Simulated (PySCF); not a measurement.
C5H11NOSi3.
Numbering: `[CH2:1]=[C:2]([CH3:3])[O:4][Si@@H:5]1[SiH2:6][CH2:7][Si@H:8]1[C:9]#[N:10]`

Probes without a nucleus sit at each ring's centroid and 1 Å off its mean plane on both sides; NICS is minus the shielding there, NICSzz its component along the normal. Level: GIAO PBE0/pcSseg-1 (PySCF, non-relativistic, gas phase) on the GFN2-xTB geometry, one conformer.

Ring bond lengths (Å), with Mayer bond orders in brackets: Si5–Si6 2.349 (0.86), Si6–C7 1.938 (0.89), C7–Si8 1.938 (0.89), Si8–Si5 2.332 (0.89).

Problem. Give the NICS values of each ring in ppm.

Solution. 
| ring | type | NICS(0) | NICS(1), two faces | NICS(1)zz, two faces | rms pucker (Å) | centre to ring atoms, mean (Å) |
| --- | --- | --- | --- | --- | --- | --- |
| Si5–Si6–C7–Si8 | 4-membered ring with 3 Si; formal bonds all single | 2.7 | -1.0 / 0.1 | 4.1 / 6.3 | 0.01 | 1.51 |

Problem. What do they say, and how far can they be read as aromaticity?

Solution. 
- Si5–Si6–C7–Si8: mean NICS(1)zz 5.2 ppm, deshielded. Si5, Si6, C7, Si8 have four or more neighbours; no verdict on aromaticity is drawn.

Problem. List the ring angles and the Hirshfeld charges of the ring atoms.

Solution. 
- Si5–Si6–C7–Si8: Si5 81.3° (+0.270 e), Si6 87.2° (+0.246 e), C7 103.8° (-0.247 e), Si8 87.7° (+0.309 e); sum 360.0° against 360° for a flat convex ring.

Hardware: one thread of an Arm Neoverse N1, on a shared host. Cost: 1.9 min of wall time, 1.1 GiB resident at most. This is the whole shielding run at PBE0/pcSseg-1, SCF included.

Shape of the structure used: `[CH2:1]=[C:2]([CH3:3])[O:4][Si@@H:5]1[SiH2:6][CH2:7][Si@H:8]1[C:9]#[N:10]`: C1–C2–O4–Si5 9°, C2–O4–Si5–Si6 -78°.
